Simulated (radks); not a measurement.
Mo2+, 40 electrons, occupied as [Kr] 4d3 4f1 (not the ground configuration). Method: Dirac Kohn-Sham, PBE, spin-unpolarised, spherical densities, finite nucleus; open shells fill j = l - 1/2 first; Fermi nuclear charge, rms radius 4.4091 fm; computed with a radial shooting solver on a logarithmic mesh with Libxc functionals.

Unscreened Slater integrals over Kohn-Sham orbitals (hartree). Large and small components are both included. Empty in this configuration: 4d5/2.

| integral | value |
|---|---|
| F0(4f5/2,4f5/2) | 0.17068 |
| F2(4f5/2,4f5/2) | 0.088302 |
| F4(4f5/2,4f5/2) | 0.057377 |
| F0(4f5/2,4d3/2) | 0.22125 |
| F2(4f5/2,4d3/2) | 0.047661 |
| G1(4f5/2,4d3/2) | 0.033563 |
| G3(4f5/2,4d3/2) | 0.019225 |
| F0(4f5/2,4p3/2) | 0.22360 |
| F2(4f5/2,4p3/2) | 0.032616 |
| G2(4f5/2,4p3/2) | 0.011625 |
| G4(4f5/2,4p3/2) | 0.0075431 |
| F0(4f5/2,4p1/2) | 0.22371 |
| G2(4f5/2,4p1/2) | 0.010956 |
| F0(4f5/2,4d5/2) | 0.22116 |
| F2(4f5/2,4d5/2) | 0.048123 |
| F4(4f5/2,4d5/2) | 0.021769 |
| G1(4f5/2,4d5/2) | 0.034118 |
| G3(4f5/2,4d5/2) | 0.019548 |
| G5(4f5/2,4d5/2) | 0.013362 |
| F0(4d3/2,4d3/2) | 0.56057 |
| F2(4d3/2,4d3/2) | 0.28293 |
| F0(4d3/2,4p3/2) | 0.63090 |
| F2(4d3/2,4p3/2) | 0.31086 |
| G1(4d3/2,4p3/2) | 0.38798 |
| G3(4d3/2,4p3/2) | 0.23711 |
| F0(4d3/2,4p1/2) | 0.63599 |
| G1(4d3/2,4p1/2) | 0.38427 |
| F0(4d3/2,4d5/2) | 0.55839 |
| F2(4d3/2,4d5/2) | 0.28184 |
| G2(4d3/2,4d5/2) | 0.28175 |
| G4(4d3/2,4d5/2) | 0.18458 |
| F0(4p3/2,4p3/2) | 0.73671 |
| F2(4p3/2,4p3/2) | 0.38823 |
| F0(4p3/2,4p1/2) | 0.74516 |
| G2(4p3/2,4p1/2) | 0.39192 |
| F0(4p3/2,4d5/2) | 0.62774 |
| F2(4p3/2,4d5/2) | 0.30842 |
| G1(4p3/2,4d5/2) | 0.38398 |
| G3(4p3/2,4d5/2) | 0.23462 |
| F0(4p1/2,4p1/2) | 0.75399 |
| F0(4p1/2,4d5/2) | 0.63273 |
| G3(4p1/2,4d5/2) | 0.23196 |
| F0(4d5/2,4d5/2) | 0.55624 |
| F2(4d5/2,4d5/2) | 0.28078 |
| F4(4d5/2,4d5/2) | 0.18394 |
